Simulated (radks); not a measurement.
Values are calculated unless marked as measured or tabulated.
These are the eigenvalues of the occupied orbitals of an atom or ion with whole-number occupations (eV). Code: a radial shooting solver on a logarithmic mesh with Libxc functionals. Model: Dirac Kohn-Sham, Slater X-alpha with alpha = 0.667, spin-unpolarised, spherical densities, finite nucleus; Fermi nuclear charge, rms radius of each element as measured or else 0.836 A^(1/3) + 0.57 fm.

orbital  eigenvalue
1s1/2     -10935.34
2s1/2     -1367.027
2p1/2     -1217.052
2p3/2     -1185.254
3s1/2     -166.0325
3p1/2     -116.6030
3p3/2     -112.3159
3d3/2      -28.3172
3d5/2      -27.7322
4s1/2      -10.7573
4p1/2       -3.1415

Which element is it, and in what charge state? The configuration may be excited. Open shells, if any, fill j = l - 1/2 first.

Answer. Z = 32, germanium, charge 0: Ge in [Ar] 3d10 4s2 4p2. The list shows which subshells hold electrons but not how many an open one holds; the 1s level, -401.87 hartree, gives Z - s = 28.4 by -(Z - s)^2/2, which with screening and relativity narrows Z to a few neighbours, and the depths of the outer levels then fix element, charge and occupations together.
